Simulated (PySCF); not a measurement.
```xyz
4
charge 1 multiplicity 1, angstrom
S     0.0000    0.0000    0.0000
Li    2.1558    0.0000    0.0000
Li   -1.0779    1.8670    0.0000
Li   -1.0779   -1.8670    0.0000
```

Method: PBE0/[S def2-TZVP, Li def2-TZVP], no relativity, density fitting, PySCF.

This geometry of Li₃S⁺ is a stationary point at this level.

**Question.** What is the point group?

**Answer.** D3h.

**Question.** Is it a minimum?

**Answer.** Yes: all harmonic wavenumbers are real.

**Question.** List the harmonic modes with their infrared intensities.

**Answer.** 
```tsv
symmetry	ω (cm⁻¹)	IR (km/mol, summed over degenerate members)
a2''	92	208
e'	149	144
a1'	512	0.0
e'	565	482
```

**Question.** Give the atomic charges and bond orders.

**Answer.** 
```csv
atom,Mulliken,Löwdin,polar tensor,Mayer order to S1
S1,-1.41,-0.61,-1.27,–
"Li2,3,4",0.80,0.54,0.76,0.37
```

In D3h the vibrations span a2'' + 2e' + a1'. The a1' mode carries no infrared intensity, as symmetry demands.

Other isomers or separated fragments may lie lower.
